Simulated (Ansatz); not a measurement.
`[OH][GeH2][F]` → `[F][GeH]` + H₂O at 500 K and 1 bar (germylene formation by 1,1-elimination).

Computed with Ansatz on PBE0-D4/def2-TZVP structures; ΔE is electronic, products minus reactants. CCSD(T)/CBS adds triple-zeta CCSD(T) − MP2 to the extrapolated MP2 energy (def2 sets, frozen cores). This one scheme is used for every species. For Ge outer-core shells are correlated without core-valence functions, which leaves a few kJ/mol of doubt a bond. Scalar relativity is left out up to krypton. Each species was taken in one conformer, which may not be the lowest.

```tsv
species	CCSD(T)/CBS energy (Eh)	H − E (kJ/mol)	S (J/(mol·K))
`[OH][GeH2][F]`	-2252.93819	114.8	333.0
`[F][GeH]`	-2176.50038	39.0	274.7
H₂O	-76.37941	73.2	206.3
```

H − E and S are ideal-gas, rigid-rotor, harmonic terms from PBE0-D4/def2-TZVP, for one conformer and one mirror image of each species. 1 Eh = 2625.50 kJ/mol, R = 8.31446 J/(mol·K).

Problem. By hand: ΔE, ΔH, ΔS and ΔG.

Solution. ΔE = (-2176.50038) + (-76.37941) − (-2252.93819) = 0.05840 Eh = 153.3 kJ/mol. Δ(H − E) = 39.0 + 73.2 − 114.8 = -2.6, so ΔH = 150.7 kJ/mol. ΔS = 274.7 + 206.3 − 333.0 = 148.0 J/(mol·K). ΔG = 150.7 − 500 × (148.0)/1000 = 76.7 kJ/mol.

Problem. By hand: the equilibrium constant, and the temperature at which ΔG would vanish if ΔH and ΔS stayed fixed.

Solution. log₁₀ K = −ΔG/(RT ln 10) = -8.0. ΔG = 0 at ΔH/ΔS = 1018 K.

The number of gas molecules changes by +1, which sets the sign of ΔS. A doubt of 5 kJ/mol in ΔE shifts log₁₀ K by 0.5 here. Other conformers and mirror images would add mixing entropy, several J/(mol·K) or more a flexible species. These are equilibria of isolated gas molecules and say nothing of rates. Largest T1 diagnostic: 0.014 (customary marks: 0.02 for closed shells, 0.045 for open ones).
